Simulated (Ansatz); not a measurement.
# Ligand exchange: C2H5ClGe + BH3 → C2H6Ge + BH2Cl

Gas-phase species: C2H5ClGe `C=[CH][GeH2][Cl]`, singlet; BH3 (borane) `B`, singlet; C2H6Ge `C=[CH][GeH3]`, singlet; BH2Cl `BCl`, singlet. The partners trade Cl for H: Ge–Cl and B–H bonds give way to Ge–H and B–Cl.

Shapes, held fixed at every level: PBE0-D4/def2-TZVP. Flexible molecules stand in one conformer, not always the lowest. Programs: Ansatz 0.2.0. The zero-point and thermal change to 298 K, harmonic and unscaled (PBE0-D4/def2-TZVP), is -0.4 kJ/mol.

```tsv
level	kind	ΔH(298 K) (kJ/mol)	less CCSD(T)/def2-TZVPP
HF/def2-SVP	Hartree–Fock	-18.5	+6.7
HF/def2-TZVPP	Hartree–Fock	-9.6	+15.6
BHLYP-D4/def2-TZVPP	global hybrid	-15.8	+9.4
PBE0-D4/def2-TZVPP	global hybrid	-27.2	-2.0
r2SCAN0-D4/def2-TZVPP	global hybrid	-25.0	+0.2
CCSD/def2-SVP	coupled cluster or CI	-38.5	-13.3
CCSD(T)/def2-TZVPP	coupled cluster or CI	-25.2	0.0
```

The highest level, CCSD(T)/def2-TZVPP, gives ΔH(298 K) = -25.2 kJ/mol; the levels span -38.5 to -9.6. The column of differences is taken from that level and isn't an error. No measured value is set beside it here. Relativity is left out for Ge. Outer-core shells of Ge are correlated, in sets that cover them unevenly.
